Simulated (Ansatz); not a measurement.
All numbers were calculated with Ansatz.

A structure relaxed at PBE0-D4/def2-TZVP, charge 0, multiplicity 1:

```xyz
10

C    -0.311   -1.668   -0.464
Se   -1.508   -0.293    0.262
Si    0.138    1.166    0.756
O     0.987    1.633   -0.555
F    -0.602    2.406    1.430
H     0.244   -1.279   -1.314
H     0.368   -2.022    0.308
H    -0.952   -2.486   -0.787
H     1.145    0.637    1.694
H     0.490    1.904   -1.330
```

Problem. Give its formula and SMILES.

Solution. CH5FOSeSi, `C[Se][SiH](O)F`.

Problem. Summarise the bond lengths by kind.

Solution. 1 × C–Se 1.962 Å; 3 × C–H 1.087 to 1.088 Å; 1 × Se–Si 2.254 Å; 1 × O–Si 1.630 Å; 1 × F–Si 1.594 Å; 1 × H–Si 1.475 Å; 1 × H–O 0.960 Å.
